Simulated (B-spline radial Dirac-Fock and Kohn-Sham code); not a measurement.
## Ga⁺: eigenvalues, ΔSCF and the reference

System: gallium as Ga⁺ in the configuration [Ar] 3d10 4s1 4p1 (not the ground configuration).

The density-functional columns are spherical, spin-unpolarised Dirac-Kohn-Sham results without Breit or QED terms: −ε is minus the orbital energy of the initial state and ΔSCF the difference of two total energies. The reference in the last column comes from Dirac-Fock ΔSCF + Breit + QED. All numbers are from a B-spline atomic structure program, in eV; a selection of levels is shown. The Kohn-Sham columns are given as differences from the reference. For the 1s level of heavy atoms much of the gap between ΔSCF and the reference is the Breit and QED part, -20.2 eV here; for other levels the error of the functional can be larger.

| level | PBE −ε − DF | PBE ΔSCF − DF | Dirac-Fock |
| --- | --- | --- | --- |
| K | -150.0 | +39.1 | 10387.2 |
| L1 | -52.9 | -24.4 | 1324.8 |
| L2 | -36.3 | -0.8 | 1163.3 |
| L3 | -36.8 | -2.3 | 1136.2 |
| M2 | -17.6 | -7.0 | 129.0 |
| M3 | -17.6 | -7.1 | 125.4 |
| M4 | -6.9 | +2.8 | 36.39 |
| M5 | -6.9 | +2.8 | 35.95 |
| N1 | -3.5 | +1.2 | 20.91 |
| N2,3 | -3.1 | +0.7 | 13.04 |

Values without a named source are computed, but for edge energies of neutral atoms, which are taken from tables.
